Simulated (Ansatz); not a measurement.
Input and output for `[BH]1C[SiH2][AlH]1`.

```yaml
crystal:
  periodic: [false, false, false]
  atoms:
    - {symbol: B, position_ang: [0.422100, 1.041840, 0.132568]}
    - {symbol: C, position_ang: [0.820344, -0.048254, 1.134099]}
    - {symbol: Si, position_ang: [-0.443790, -0.949034, -0.022086]}
    - {symbol: Al, position_ang: [-0.186038, 0.878587, -1.740346]}
    - {symbol: H, position_ang: [-0.594170, 1.690700, 0.380315]}
    - {symbol: H, position_ang: [0.472522, 0.033820, 2.161836]}
    - {symbol: H, position_ang: [1.794509, -0.524548, 1.059178]}
    - {symbol: H, position_ang: [0.276830, -2.078266, -0.670380]}
    - {symbol: H, position_ang: [-1.663401, -1.404660, 0.688841]}
    - {symbol: H, position_ang: [-0.815809, 1.308615, -3.121026]}
basis:
  gaussian: {orbitals: def2-SVPD}
total_charge: 1
magnetization: {spin_polarized: true, initial_magnetization: 1}
hamiltonian: {xc: {name: PBE-QIDH}}
```

```sh
$ ansatz run in.yaml --threads 2 --pin off --events-out ev --progress --plain --max-ram 4352MiB
```

It prints (some lines left out):

```
Functional definition: PBE-QIDH
1317 factors; integrals over basis functions are off by at most 1.1e-3 eV
mean field evaluation 1: about -16244.8566 eV, gradient 3.4e1 eV
mean field evaluation 2: about -16244.8672 eV, gradient 3.4e1 eV
mean field evaluation 4: about -16251.6281 eV, gradient 2.4e0 eV
mean field evaluation 8: about -16251.7046 eV, gradient 3.2e-1 eV
mean field evaluation 16: about -16251.7077 eV, gradient 3.2e-3 eV
mean field -16251.70774323 eV, -597.2392437604 hartree, gradient 8.8e-7 eV, S^2 0.771468; 0 other end points of the search recorded, 0 dependent functions left out
12 core orbitals not correlated: weight in the atoms' cores, before any rotation towards them, 1.000 or more for the frozen orbitals, at most 0.000 for the correlated occupied ones
reference -16251.70776099 eV, -597.2392444131 hartree; 10, 9 occupied and 114, 115 virtual orbitals, 1317 factors
second order -12.01539014 eV of doubles, -0.00000000 eV of singles
Total energy: -16255.71289104 eV, -597.3864302276 hartree
```

Hardware: 2 threads of an Arm Neoverse V2 on a shared host. Wall time 7.5 s, peak host memory 0.39 GiB.
